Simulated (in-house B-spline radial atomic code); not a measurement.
A calculation on Ir III (Ir2+) (an excited or competing configuration): its settings, and results tabulated from the run. Computed with a B-spline radial code for spherical atoms: Dirac-Hartree-Fock, average of configuration, Fermi nucleus of rms radius 5.4032 fm.

Command:
```bash
python run_scf.py task.json out
```
Settings (nuclear radius in fm, mass in u):
```
Z                77
configuration    [Xe] 4f14 5d6 7s1
hamiltonian      dirac
method           hf
spin_polarised   False
nucleus          fermi
rms_radius       5.4032
atomic_mass      192.96292
speed_of_light   137.035999084
```

Output (hartree, bohr):
```
 radial grid: 81 intervals, B-splines of order 8, outer radius 60 bohr

 iter        energy (Eh)    residual
    1      -17844.078049    7.50e-01
    2      -17845.162582    8.73e-02
    3      -17845.252055    1.78e-02
    4      -17845.255147    8.60e-03
    5      -17845.256060    1.29e-03
    6      -17845.256092    3.57e-04
    7      -17845.256094    2.99e-05
    8      -17845.256094    1.13e-05
    9      -17845.256094    3.44e-06
   10      -17845.256094    1.61e-07

 total energy                    -17845.25609
 kinetic                           20318.4562
 electron-nucleus                 -44714.4087
 electron-electron                  6550.6964

 first-order corrections (not in the total)
   Gaunt                            22.1308
   retardation                      -2.3461
   frequency dependence             -0.4089
   self-energy                      16.3387
   Uehling                          -3.2102
   Wichmann-Kroll                    0.1352
   recoil                            0.0309

 orbital      occ     eigenvalue          <r>       <r^2>       <1/r>       <r^4>     <1/r^2>       r_max    small
 1s1/2      2.000     -2816.3204     0.017439  0.00041955     92.1332 4.81591e-07     20764.3     0.01082  8.50e-02
 2s1/2      2.000      -498.6718    0.0729217  0.00635452     22.5691 7.08344e-05     2892.45     0.06246  1.94e-02
 2p1/2      2.000      -476.7177    0.0602483  0.00452854     22.4857 4.26036e-05     909.214     0.04627  1.94e-02
 2p3/2      4.000      -416.7942    0.0685176  0.00571707      18.577 6.42288e-05      471.64     0.05339  1.74e-02
 3s1/2      2.000      -119.7757     0.189538   0.0412328     8.29972  0.00257676     657.251      0.1756  6.47e-03
 3p1/2      2.000      -109.9915     0.179999   0.0378033     8.19944  0.00227133     210.624      0.1644  6.40e-03
 3p3/2      4.000       -96.6820     0.195123   0.0442203     7.18941  0.00307625     111.175      0.1788  5.82e-03
 3d3/2      4.000       -80.5640     0.170583   0.0341811     7.06604  0.00207492     62.5911      0.1398  5.67e-03
 3d5/2      6.000       -77.7159     0.175225   0.0359383     6.83192  0.00227337     57.6262      0.1438  5.51e-03
 4s1/2      2.000       -27.5973     0.423318    0.202314     3.47882   0.0591913      163.27      0.3978  2.13e-03
 4p1/2      2.000       -23.4330     0.427343    0.207841     3.36664   0.0641379     51.4651      0.3972  2.04e-03
 4p3/2      4.000       -20.2486     0.459211    0.239753     3.03338   0.0852928     27.5832      0.4263  1.84e-03
 4d3/2      4.000       -13.4166     0.471638    0.257422     2.81999    0.105964     14.4328      0.4216  1.64e-03
 4d5/2      6.000       -12.8165     0.482669    0.269392     2.73831    0.115955     13.2628       0.431  1.58e-03
 5s1/2      2.000        -5.1931     0.990121     1.09931     1.36217     1.76266     29.9962      0.8988  4.89e-04
 5p1/2      2.000        -3.7861      1.07121     1.29499     1.24526     2.52057     8.66202      0.9534  4.20e-04
 5p3/2      4.000        -3.2595      1.15993     1.51782     1.12941     3.46521     4.64259       1.029  3.62e-04
 4f5/2      6.000        -4.0595     0.526284    0.336977     2.34187    0.237096     6.86439      0.3946  1.20e-03
 4f7/2      8.000        -3.9384     0.533566    0.346471     2.30934    0.251193      6.6656      0.3995  1.17e-03
 5d3/2      2.400        -1.4060      1.51317     2.64432    0.854266     11.6643     1.69846       1.249  2.15e-04
 5d5/2      3.600        -1.3546      1.55881     2.80495    0.825967     13.1037     1.53994       1.285  2.02e-04
 7s1/2      1.000        -0.4178      5.50996     33.7379    0.232806     1557.36     1.00958       5.316  2.27e-05

 Slater integrals (Eh)
   F0(5d3/2,5d3/2)               0.597045
   F2(5d3/2,5d3/2)               0.313028
   F0(5d3/2,5d5/2)               0.588068
   F2(5d3/2,5d5/2)               0.308208
   G2(5d3/2,5d5/2)               0.307843
   G4(5d3/2,5d5/2)               0.204605
   F0(5d3/2,7s1/2)               0.213380
   G2(5d3/2,7s1/2)               0.014073
   F0(5d5/2,5d5/2)               0.579561
   F2(5d5/2,5d5/2)               0.304084
   F4(5d5/2,5d5/2)               0.202053
   F0(5d5/2,7s1/2)               0.212850
   G2(5d5/2,7s1/2)               0.014734
   F0(7s1/2,7s1/2)               0.162674
```

Time taken, with all properties: 1.1 s on 1 thread of Intel(R) Xeon(R) 6975P-C, on a shared host.

For the Dirac Hamiltonian the kinetic term is c α·p + (β - 1)c².
